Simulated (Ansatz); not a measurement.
Consider the formal exchange of groups at a C–Al bond: `C[CH2][Al]([NH2])[NH2]` + `[Cl][AlH][Cl]` → `C[CH2][Al]([Cl])[Cl]` + `[NH2][AlH][NH2]`.

Isolated molecules relaxed with PBE0-D4/def2-TZVP in Ansatz; ΔE leaves out vibrations. CBS: MP2 limit from def2 TZ/QZ plus the TZ coupled-cluster correction, frozen cores. This one scheme is used for every species. DFT in def2-TZVPP. HSE06 is defined as in plane-wave codes. One conformer a species, not always the lowest.

```
             level  ΔE (kcal/mol)
         revPBE-D4           -2.9
      CAM-B3LYP-D4           -2.9
              BLYP           -3.0
             HSE06           -3.0
             BHLYP           -2.8
RPA@PBE/def2-TZVPP           -2.5
     CCSD/def2-SVP           -2.8
      HF/CBS(def2)           -2.6
```

(1) What does CCSD(T)/CBS give? (An estimate is asked.)

(2) What do rigid-rotor, harmonic-oscillator terms from PBE0-D4/def2-TZVP frequencies (298.15 K, 1 bar) make of the CCSD(T)/CBS value? (Best estimate.)

Largest T1 diagnostic among the species: 0.010.

## Answers

(1) Computed: -2.7 kcal/mol. The listed levels differ from it by -0.2, -0.2, -0.3, -0.3, -0.1, 0.2, -0.1, 0.1 kcal/mol.

(2) The calculation gave: ΔZPE = +0.1 kcal/mol, ΔH = -2.6 kcal/mol, ΔS = 1 J/(mol·K), ΔG = -2.6 kcal/mol. Modes under 50 cm⁻¹ make the entropy rough.

Leaving LDA and LC-ωPBE aside and taking each functional with its dispersion term where it has one, the values, not all of them listed here, spread over 0.6 kcal/mol, from B97M-V to ωB97X-V.
